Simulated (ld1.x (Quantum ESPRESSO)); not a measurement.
phosphorus (P), TM: configuration errors across variants

ld1.x (Quantum ESPRESSO) 7.5 input, shortened:

```
&input
   title='P', zed=15., rel=2, dft='PBESOL', iswitch=3,
   config='[Ne] 3s2 3p3', rel_dist='average'
 /
 &inputp
   pseudotype=2, tm=.true., lloc=-1, rcloc=1.50,
   nlcc=.true., new_core_ps=.true., rcore=1.30
 /
2
3S  1  0   2.00   0.00  1.60  1.60  0.0
3P  2  1   3.00   0.00  1.75  1.75  0.0
 &test
   configts(1)='3s2 3p3'
 /
```

Open shells are filled in proportion to 2j + 1 (rel_dist='average').

All-electron excitation energies from the reference (eV): (1) 3s2 3p2 9.698; (2) 3s2 3p1 28.810; (3) 3s2 3p0 58.516; (4) 3s2 3p2.5 3.760; (5) 3s1 3p0 110.429; (6) 3s1 3p3 18.793; (7) 3s1 3p4 8.509.

3 further variants failed, have other tests or another functional or relativity, and are left out.

Errors AE − PS in meV (a dash: test not solved or not reliable):

```csv
change,(1),(2),(3),(4),(5),(6),(7),bound ghosts
base,+4.4,+29,+99,+0.8,+221,+6.3,-1.0,none
wave 3p (bound): rc 1.75 bohr becomes 3p (bound): rc 1.82 bohr,+4.4,+29,+99,+0.8,+221,+6.3,-1.0,none
wave 3s (bound): rc 1.60 bohr becomes 3s (bound): rc 1.54 bohr,+4.4,+29,+97,+0.8,+220,+6.6,-0.9,none
local potential all-electron potential smoothed inside 2.04 bohr (lloc = -1),+3.4,+23,+80,+0.6,+186,+4.2,-1.3,none
local potential the s channel,+3.6,+24,+76,+0.7,+177,+4.8,-1.3,none
"all radii but the core radius scaled by about 1.11 (s 1.78, p 1.94 bohr); local potential all-electron potential smoothed inside 1.66 bohr (lloc = -1)",+4.5,+30,+102,+0.8,+211,+4.0,-2.6,none
wave 3p (bound): rc 1.75 bohr becomes 3p (bound): rc 1.32 bohr,+4.6,+27,+78,+1.0,+172,+10,+1.8,none
local potential all-electron potential smoothed inside 1.24 bohr (lloc = -1),+4.6,+31,+103,+0.9,+229,+6.7,-1.0,none
wave 3s (bound): rc 1.60 bohr becomes 3s (bound): rc 1.36 bohr,+4.5,+30,+100,+0.8,+223,+6.2,-1.2,none
```

Task: Give the same row for: core correction Bessel-smoothed model core inside 1.26 bohr.

Result: +4.4, +30, +100, +0.8, +223, +6.5, -1.0; bound ghosts: none.
